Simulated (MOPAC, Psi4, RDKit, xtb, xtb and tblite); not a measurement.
Two geometries of H10GeOSi3, SMILES [SiH3]O[SiH2][SiH2][GeH3], relaxed at GFN2-xTB with one dihedral held; other torsions can differ between them too.

Structure A

```
15

Si    -2.1794     0.8920     0.3673
O     -1.5022    -0.1996    -0.6165
Si    -0.4708    -1.3724    -1.0671
Si     1.4325    -1.1931     0.2330
Ge     0.9592    -0.8638     2.5085
H     -3.4003     1.2973    -0.3210
H     -2.4384     0.2399     1.6510
H     -1.2180     1.9869     0.5078
H     -0.2907    -1.1293    -2.5009
H     -1.2182    -2.6240    -0.8883
H      2.3327    -0.1013    -0.1751
H      2.2580    -2.4067     0.1201
H      0.5773     0.5330     2.9116
H     -0.1890    -1.6789     3.0390
H      2.0543    -1.1933     3.4894
```

Structure B

```
15

Si     2.3796     0.7320     0.4109
O      1.6002    -0.5056    -0.2764
Si     0.4975    -1.5474    -0.8504
Si    -1.5126    -1.0470     0.1712
Ge    -3.3441    -2.0364    -0.8989
H      3.7651     0.6171    -0.0331
H      2.2331     0.5676     1.8559
H      1.7418     1.9605    -0.0598
H      0.5231    -1.3629    -2.3070
H      1.0518    -2.8694    -0.5365
H     -1.5740    -1.4779     1.5788
H     -1.7996     0.3964     0.2377
H     -3.2348    -3.5144    -1.1530
H     -3.6850    -1.5116    -2.2654
H     -4.6633    -1.9368    -0.1866
```

Question: Which is lower in energy at the level Psi4 with PBE0-D3(BJ)/def2-TZVP // GFN2-xTB, and by how much?

Answer: A is lower, by 1.24 kcal/mol (dihedral O2–Si3–Si4–Ge5: 45° in A, 165° in B).

E(B) − E(A) in kcal/mol at the other levels, on the same two geometries: GFN2-xTB (xtb and tblite) 0.37; PBE0/def2-TZVP // GFN2-xTB (Psi4) 0.45; PBE/def2-TZVP // GFN2-xTB (Psi4) 0.50; PBE-D3(BJ)/def2-TZVP // GFN2-xTB (Psi4) 1.27; UFF // GFN2-xTB (RDKit) 10.18; PM3, restricted, heats of formation // GFN2-xTB (MOPAC) 0.06; AM1, restricted, heats of formation // GFN2-xTB (MOPAC) 0.08; GFN1-xTB // GFN2-xTB (xtb) 1.40.
